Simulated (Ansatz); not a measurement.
Total energies of Ga6As6H18, a cluster cut from wurtzite GaAs (hydrogen-capped) from Ansatz at HF/def2-TZVP, gas phase (1 Eh = 27.2114 eV = 2625.5 kJ/mol). The reference geometry is relaxed at PBE-D4/def2-SVP.

```xyz
30

As   -0.665   -2.686   -0.907
Ga    1.722   -2.140   -0.335
Ga    0.417    0.408   -3.245
As    2.116    0.011   -1.432
As    1.347   -1.533    2.076
Ga    2.779    1.756    0.255
Ga   -2.490   -0.966   -0.727
As   -1.528    1.026   -1.772
As   -2.277   -0.520    1.738
Ga   -0.150    0.376    2.736
Ga   -1.475    2.943   -0.144
As    0.497    2.187    1.224
H    -0.679   -3.214   -2.334
H    -1.090   -3.976   -0.207
H     2.658   -3.399   -0.480
H     0.085   -1.002   -3.893
H     0.848    1.683   -4.067
H     3.409   -0.336   -2.171
H     0.985   -2.781    2.880
H     2.711   -1.278    2.699
H     3.630    1.025    1.378
H     3.250    3.049   -0.515
H    -3.899   -1.569   -1.091
H    -2.665    1.359   -2.738
H    -2.755   -1.734    2.532
H    -3.398    0.433    2.126
H    -0.256    0.520    4.302
H    -1.073    4.255   -0.924
H    -2.761    2.812    0.778
H     0.707    3.293    2.258
```

```json
{"state": "charge 0 singlet", "geometry": "reference", "energy (Eh)": "-24955.38889"}
{"state": "charge 1 doublet", "geometry": "reference", "energy (Eh)": "-24955.09483"}
{"state": "charge -1 doublet", "geometry": "reference", "energy (Eh)": "-24955.35952"}
{"state": "free As atom (quartet)", "geometry": "–", "energy (Eh)": "-2234.19417"}
{"state": "free Ga atom (doublet)", "geometry": "–", "energy (Eh)": "-1923.22349"}
{"state": "free H atom (doublet)", "geometry": "–", "energy (Eh)": "-0.49981"}
```

Single mean-field runs in def2-TZVP are fitted with def2-universal-jkfit.

(1) Work out the vertical ionisation energy to the doublet.

(2) Work out the vertical electron affinity, to the doublet.

(3) Give the fundamental gap IE − EA, the Mulliken electronegativity (IE + EA)/2 and the hardness (IE − EA)/2.

(4) What is the binding energy per atom against free atoms?

(1) E(charge 1 doublet) − E(charge 0 singlet) = -24955.09483 − (-24955.38889) = 0.29406 Eh = 8.00 eV. For comparison, −ε of the highest occupied level is 9.36 eV at this level, 1.36 eV more.

(2) E(charge 0 singlet) − E(charge -1 doublet) = -24955.38889 − (-24955.35952) = -0.02937 Eh = -0.80 eV; negative, so the extra electron isn't bound. The basis lacks diffuse functions, which makes affinities too small.

(3) From the values in Eh: IE − EA = 0.29406 − (-0.02937) = 0.32343 Eh = 8.80 eV; (IE + EA)/2 = 3.60 eV; (IE − EA)/2 = 4.40 eV. The HOMO–LUMO gap of the same run is 10.83 eV, 2.03 eV larger than the fundamental gap.

(4) Atoms: 6 × (-2234.19417) + 6 × (-1923.22349) + 18 × (-0.49981) = -24953.50254 Eh. Binding: -24953.50254 − (-24955.38889) = 1.88635 Eh = 51.33 eV, or 1.71 eV for each of 30 atoms (no zero-point energy, no counterpoise term).

At HF/def2-TZVP the highest occupied level of the charge -1 doublet lies above zero (up to 0.03 eV). Energy differences disagree on whether the electron is bound (positive means bound): -0.80 eV (vertical, against the charge 0 singlet, at HF/def2-TZVP), but 0.48 eV at PBE0-D4/def2-TZVP.
